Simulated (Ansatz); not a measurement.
Mulliken charges of AlH₅InNO (`[NH2][InH][AlH][OH]`) from PBE/def2-TZVPP in Ansatz (PBE0-D4/def2-TZVP geometry).

| atom | x (Å) | y (Å) | z (Å) | charge (e) |
| --- | --- | --- | --- | --- |
| N1 | -0.420 | 0.549 | -2.327 | -0.497 |
| In2 | -0.158 | 1.058 | -0.390 | 0.276 |
| Al3 | 0.287 | -0.966 | 1.270 | 0.365 |
| O4 | 0.514 | -0.533 | 2.900 | -0.358 |
| H5 | -0.392 | -0.392 | -2.683 | 0.150 |
| H6 | -0.596 | 1.210 | -3.067 | 0.154 |
| H7 | -0.280 | 2.769 | -0.192 | -0.141 |
| H8 | 0.363 | -2.516 | 0.902 | -0.124 |
| H9 | 0.681 | -1.178 | 3.587 | 0.175 |

Problem. By hand: the dipole of these point charges (1 e Å = 4.8032 D).

Solution. Σ q r = (0.049, -0.300, 0.142) e Å, of length 0.336 e Å = 1.61 D.

Problem. How does the dipole of the full density compare? (Best estimate.)

Solution. Computed: (0.024, -0.295, -0.013) e Å, 1.42 D; the point charges give 1.13 times that, at 28° from its direction.

Point charges leave out the atoms' own dipoles, such as those of lone pairs, and Mulliken's split depends on the basis, so the two needn't agree.
